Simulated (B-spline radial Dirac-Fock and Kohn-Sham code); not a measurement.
Z = 69 (thulium), transition energy 12.4 keV. These are calculated numbers from a B-spline atomic structure program; the model is a Dirac-Hartree-Slater potential of the neutral atom with a Latter tail (no hole, which puts coefficients of high multipoles low close above an edge), finite nucleus with surface currents. The K shell is not open to conversion at this energy. Subshells that would emit electrons below 1 keV are left out.

Q: A pure transition shows α(L) = 14.2, L1/L2 = 0.586 and L1/L3 = 0.364. What is its multipolarity?
A. E4
B. M4
C. E3
D. M3
E. M2
F. M1
G. E1
H. E2

A: G. For comparison, α(L), L1/L2, L1/L3 are E2 44500, 0.0224, 0.0162; E3 9.14e+06, 0.00621, 0.00429; E4 3.76e+08, 0.00219, 0.00124; M1 190, 10.0, 63.0; M2 79500, 26.4, 1.49; M3 3.61e+07, 53.9, 0.0751; M4 4.68e+09, 67.0, 0.00908.
